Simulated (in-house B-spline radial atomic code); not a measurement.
BSE on G0W0@HF excitations of C4+

Method: BSE on G0W0@HF. Computed with a B-spline radial code for spherical atoms: linear response of the closed shell 1s2 with a statically screened interaction on G0W0 levels; non-relativistic, point nucleus, no spin-orbit coupling, no double excitations, S, P, D and F terms only.

Command:
```bash
python run_td.py task.json out
```
Settings (radii: box in bohr, nucleus in fm):
```
Z                        6
electrons                2
configuration            1s2
hamiltonian              nr
method                   bse
box_radius               19.1
intervals                47
```

Run time, properties included: 8.7 s on 1 thread of Arm Neoverse N1 (shared host).

The lowest states, in the order of their Tamm-Dancoff energies; the method's threshold (minus the highest G0W0 level) is 391.97 eV. Labels give the largest channel, * marks a mixed state, and oscillator strengths are full-response dipole values. Energies in eV:

```tsv
state	full response	Tamm-Dancoff	oscillator strength
1s → 2s 3S	298.71	298.77	-
1s → 2p 3P	304.11	304.14	-
1s → 2s 1S	304.67	304.74	-
1s → 2p 1P	308.08	308.10	0.637
1s → 3s 3S	351.94	351.95	-
1s → 3p 3P	353.38	353.39	-
1s → 3s 1S	353.48	353.50	-
1s → 3d 3D	354.13	354.13	-
1s → 3d 1D	354.18	354.18	-
1s → 3p 1P	354.47	354.48	0.141
1s → 4s 3S	369.79	369.80	-
1s → 4p 3P	370.38	370.38	-
1s → 4s 1S	?	?	-
1s → 4d 3D	370.69	370.69	-
1s → 4f 3F	370.71	370.71	-
1s → 4f 1F	370.71	370.71	-
1s → 4d 1D	?	?	-
1s → 4p 1P	370.83	370.83	0.0538
```

Task: Where does 1s → 4s 1S lie?

Result: At 370.41 eV in full response, 370.42 eV in Tamm-Dancoff.

Task: Where does 1s → 4d 1D lie?

Result: At 370.71 eV in full response, 370.71 eV in Tamm-Dancoff.

Task: How large is the singlet-triplet splitting of 1s → 2s (S terms) in Tamm-Dancoff?

Result: 5.97 eV, from the unrounded values.

Task: What polarisabilities and dispersion coefficient does the method give?

Result: Dipole 0.008907 bohr³, quadrupole 0.001033 bohr⁵, C6 0.0007965 hartree·bohr⁶ for two such species.
